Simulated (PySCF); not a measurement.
# Electron correlation in F (fluorine, neutral)

Starting occupation: [He] 2s2 2p5, 2p1/2 with m_j = -1/2, +1/2, 2p3/2 with m_j = -1/2, +1/2, +3/2. All numbers are calculated (PySCF 2.14, X2C-1e with screened-nucleus spin-orbit coupling, Gaussian nucleus, in x2c-TZVPall-2c with one added diffuse shell each of s, p, d type (6s4p3d1f, 40 functions)). Frozen: 1s2; 7 electrons correlated.

MP2 pair energies summed by pair of shells (mhartree):

```tsv
pair	energy	share (%)
2p-2p	-124.45	61.2
2p-2s	-68.86	33.9
2s-2s	-10.04	4.9
```

Total MP2 correlation energy: -203.35 mhartree.

The GHF reference relaxed away from the jj start to a determinant that is no pure jj level (⟨S²⟩ = 0.75, ⟨J²⟩ = 3.76); the energies belong to that determinant.
